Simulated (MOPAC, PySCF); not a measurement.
C$_{2}$H$_{5}$N, SMILES `C=CN` (C–C–N–H torsion 152°), neutral singlet in the gas phase. 

Cartesian coordinates (Å):
SMILES: C(N)=C
```xyz
8

C      1.1480    -0.3289    -0.1069
C      0.0332     0.1983     0.4008
N     -1.1705     0.3864    -0.2636
H      1.1892    -0.7219    -1.1158
H      2.0534    -0.3601     0.4794
H      0.0300     0.5859     1.4142
H     -1.9971     0.3752     0.3114
H     -1.2862    -0.1348    -1.1194
```
Charge 0, spin multiplicity 1.

All levels are single points at this geometry (B3LYP-D3(BJ)/def2-TZVP); Pople sets use spherical d functions. Orbital energies aren't observables, and empty levels follow the basis.

```csv
level,HOMO (eV),LUMO (eV),gap (eV),dipole (D),"vertical IE, Delta-SCF (eV)"
PBE-D3(BJ)/def2-TZVP in PySCF,-4.85,0.03,4.87,1.68,8.33
TPSSh-D3(BJ)/def2-TZVP in PySCF,-5.32,0.61,5.93,1.64,8.23
B3LYP/6-311+G** in PySCF,-5.86,0.00,5.86,1.59,–
B3LYP/6-31G* in PySCF,-5.36,1.52,6.88,1.68,8.11
BP86/6-31G* in PySCF,-4.48,0.62,5.10,1.74,–
M06-2X/6-31G* in PySCF,-6.87,2.67,9.53,1.64,–
PBE/6-31G* in PySCF,-4.37,0.72,5.09,1.73,8.05
HF/3-21G in PySCF,-8.35,5.92,14.26,1.74,–
HF/6-31G* in PySCF,-8.39,5.76,14.16,1.61,7.06
AM1 in MOPAC,-8.79,1.62,10.41,1.53,–
PM3 in MOPAC,-8.59,1.32,9.91,1.33,–
PM6 in MOPAC,-8.77,1.38,10.14,1.85,–
PM7 in MOPAC,-8.89,1.24,10.13,1.89,–
```
